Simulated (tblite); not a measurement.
Parent: `[SiH3:1][CH2:2][Si@@H:3]1[CH2:4][CH2:5][NH:6]1` with Si1–C2–Si3–C4 39°, C2–Si3–C4–C5 -118°, Si3–C4–C5–N6 8°, C4–C5–N6–Si3 -10°, C2–Si3–N6–C5 127°, C3H11NSi2.

Structures optimised with GFN2-xTB, isolated species. One conformer each, not checked by frequencies here.

```csv
coordinate of the parent,value
Si1–C2,1.898 Å
C2–Si3,1.894 Å
Si3–C4,1.910 Å
C4–C5,1.532 Å
C5–N6,1.455 Å
Si3–N6,1.720 Å
Si1–C2–Si3,116.0°
C2–Si3–C4,121.9°
C2–Si3–N6,114.6°
C4–Si3–N6,76.0°
Si3–C4–C5,87.8°
C4–C5–N6,97.1°
Si3–N6–C5,98.0°
```

Task: How does the shared frame change in `[F:1][C:2]([F:3])([F:4])[Si@@:5]1([CH2:6][SiH3:7])[CH2:8][CH2:9][NH:10]1` with C2–Si5–C6–Si7 63°, C4H10F3NSi2? Atoms pair as Si1 = Si7, C2 = C6, Si3 = Si5, C4 = C8, C5 = C9, N6 = N10 (parent first).

Result: 
```json
{"parent": "Si1–C2", "relative": "Si7–C6", "value in the relative": "1.916 Å", "change": "+0.018"}
{"parent": "C2–Si3", "relative": "C6–Si5", "value in the relative": "1.891 Å", "change": "-0.003"}
{"parent": "Si3–C4", "relative": "Si5–C8", "value in the relative": "1.910 Å", "change": "0.000"}
{"parent": "C4–C5", "relative": "C8–C9", "value in the relative": "1.534 Å", "change": "+0.002"}
{"parent": "C5–N6", "relative": "C9–N10", "value in the relative": "1.460 Å", "change": "+0.005"}
{"parent": "Si3–N6", "relative": "Si5–N10", "value in the relative": "1.716 Å", "change": "-0.004"}
{"parent": "Si1–C2–Si3", "relative": "Si7–C6–Si5", "value in the relative": "115.5°", "change": "-0.5"}
{"parent": "C2–Si3–C4", "relative": "C6–Si5–C8", "value in the relative": "122.1°", "change": "+0.2"}
{"parent": "C2–Si3–N6", "relative": "C6–Si5–N10", "value in the relative": "124.9°", "change": "+10.3"}
{"parent": "C4–Si3–N6", "relative": "C8–Si5–N10", "value in the relative": "76.2°", "change": "+0.2"}
{"parent": "Si3–C4–C5", "relative": "Si5–C8–C9", "value in the relative": "87.8°", "change": "0.0"}
{"parent": "C4–C5–N6", "relative": "C8–C9–N10", "value in the relative": "97.0°", "change": "-0.1"}
{"parent": "Si3–N6–C5", "relative": "Si5–N10–C9", "value in the relative": "98.1°", "change": "+0.1"}
```

Of the parent's bonds, Si1–C2 changes most (+0.018 Å). Bonds of the relative outside the shared frame: F1–C2 1.351, C2–F3 1.352, C2–F4 1.345, C2–Si5 1.956 Å. Point group C1 → C1.

All values are computed, not measured.
